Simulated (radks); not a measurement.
V4+, configuration [Ar] 3d1.

All-electron calculation, non-relativistic Kohn-Sham, TPSS, spin-polarised, spherical densities, point nucleus; open shells are filled with parallel spins first; meta-GGA in the generalised Kohn-Sham scheme. Program: a radial shooting solver on a logarithmic mesh with Libxc functionals.

Energy parts (hartree):
part                       energy
total                  -940.30777
kinetic                 939.57431
electron-nucleus      -2190.13661
Hartree                 353.85986
exchange-correlation    -43.60533

Orbitals (lengths in bohr, moments of r in powers of bohr):
orbital,occ.,eigenvalue (hartree),<r>,<r^2>,<r^4>
1s up,1,-198.2230,0.06700,0.006023,0.00009283
1s down,1,-198.2232,0.06700,0.006023,0.00009283
2s up,1,-24.07467,0.3106,0.1139,0.02274
2s down,1,-24.05664,0.3104,0.1138,0.02268
2p up,3,-20.58663,0.2751,0.09319,0.01778
2p down,3,-20.57233,0.2749,0.09304,0.01771
3s up,1,-4.54334,0.9278,0.9864,1.525
3s down,1,-4.49495,0.9289,0.9890,1.535
3p up,3,-3.57246,0.9697,1.095,1.985
3p down,3,-3.52344,0.9719,1.100,2.010
3d up,1,-2.05098,1.074,1.404,3.926
3d down,0,-2.00235,1.083,1.429,4.080
4s up,0,-1.42150,2.326,6.064,52.69
4s down,0,-1.39917,2.326,6.064,52.76
4p up,0,-1.17581,2.562,7.385,78.95

The highest occupied level is 3d up at -55.810 eV. For comparison, the ionisation energy in NIST's Atomic Spectra Database is 65.282 eV (measured). In exact Kohn-Sham theory the highest level is minus the ionisation energy, but local and semilocal functionals leave it too shallow, through self-interaction and a potential that decays too fast; potentials with the right tail come closer. The electron density at the nucleus is 8185 e/bohr^3. Spin moment in Bohr magnetons: 1. The density falls to 0.001 e/bohr^3 at r = 2.53 bohr.
